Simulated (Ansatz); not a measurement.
**Which isomer of C4H6Be gives these data?**

These gas-phase data were calculated for one isomer of C4H6Be at B3LYP-D3(BJ)/6-311G** (harmonic, unscaled wavenumbers; equilibrium rotational constants with average atomic masses):

| Quantity | Value |
| --- | --- |
| rotational constants | 10.55, 5.86, 3.95 GHz |
| all wavenumbers above 1500 cm⁻¹ | 3198, 3105, 3065, 3062, 3035, 3006, 1560 |

Candidates:

(1) `[BeH][C]#CCC`, a singlet
(2) `[BeH]/[CH]=C\C=C`, a singlet
(3) `[Be]1[CH]=CC[CH2]1`, a singlet
(4) `[BeH][C](=C)C=C`, a singlet

Problem. Which candidate do the data belong to?

Solution. Candidate (3). No mode falls between 2050 and 2400 cm⁻¹, where the C≡C stretch of (1) would stand. 6 modes lie between 2750 and 3290 cm⁻¹, one for each C–H bond, while (2) has 5, (4) has 5.

The same quantities for all candidates:

```
     rotational constants (GHz)                     wavenumbers above 1500 cm⁻¹  E above the lowest, B3LYP-D3(BJ)/6-311G** (kcal/mol)
(1)          23.31, 2.33, 2.175  3115, 3109, 3045, 3040, 3019, 2247, 2166, 1507                                                   2.3
(2)         15.56, 3.057, 2.555  3223, 3135, 3107, 3096, 3069, 2158, 1683, 1592                                                   4.3
(3)           10.55, 5.86, 3.95        3198, 3105, 3065, 3062, 3035, 3006, 1560                                                   0.0
(4)         9.421, 4.264, 2.935  3211, 3162, 3121, 3093, 3079, 2165, 1677, 1611                                                   6.9
```

Each candidate is one conformer. Programs: Ansatz 0.2.0.
